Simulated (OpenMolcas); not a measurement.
# Al: from CASSCF to CASPT2

```json
{"Program": "OpenMolcas 26.06", "Basis": "ANO-R1 [4s3p1d]", "Scalar Hamiltonian": "X2C, finite nucleus", "Active space": "3 electrons in 4 orbitals (3s 3p)", "State averaging": "2S+1 = 4 odd, 1 root (0 in the spin-orbit step); 2S+1 = 2 odd, 3 roots; 2S+1 = 4 even, 3 roots; 2S+1 = 2 even, 5 roots", "Spin-orbit coupling": "RASSI with atomic mean-field integrals over the reference wave functions, term energies averaged over their components"}
```

Methods on the same reference wave functions:
A. CASSCF
B. SS-CASPT2, IPEA 0.25 Eh, imaginary shift 0.1 Eh (closed shells correlated: 2s 2p)

Energies in cm-1 above 3s2 3p 2P* 1/2, the measured ground level; measured values from NIST Handbook of Basic Atomic Spectroscopic Data.

```json
{"Level": "3s2 3p 2P* 1/2", "A": "0.0", "B": "0.0", "Measured": "0.0"}
{"Level": "3s2 3p 2P* 3/2", "A": "101", "B": "101", "Measured": "112"}
{"Level": "3s 3p2 4P 1/2", "A": "23100", "B": "24710", "Measured": "29020"}
{"Level": "3s 3p2 4P 3/2", "A": "23137", "B": "24750", "Measured": "29067"}
{"Level": "3s 3p2 4P 5/2", "A": "23199", "B": "24810", "Measured": "29143"}
```

Deviations, from unrounded energies. A percentage is the sum of absolute deviations over the sum of measured energies, with the sign that they share, or ± where signs differ.

```
                  Against measurement  Levels      A      B
       mean absolute deviation (cm-1)       4   4500   3200
fine structure of the ground term (%)       1   -9.9   -9.9
             other configurations (%)       3  -20.4  -14.9
```

B lies closest to measurement on these levels. The largest miss of B in the table is 3s 3p2 4P 5/2, by -4300 cm-1. The ranking rests on the paired levels alone, and a cruder setting can come out closer through cancelling errors.

The lowest spin-free term lies below A's lowest term by 0.076 hartree in B.

Terms of s pⁿ other than that of highest spin mix with s² pⁿ⁻² d, which this space lacks; all of them can be thousands of cm-1 off, and some have no real level of that name. Without dynamic correlation excited terms often stand tens of per cent too high (terms of higher spin than the ground term too low), and those without a measured partner can miss by more than the paired ones (holds for A). Computed and measured levels are paired by configuration, term and J; levels that our copy of the source lacks, or whose pairing is in doubt (as where it misses far off the trend of its configuration), stay unpaired and out of the deviations. Levels of configurations outside the active space are missing. The table leaves out levels that lie high or whose names do not pair safely across all columns.

* marks odd parity.
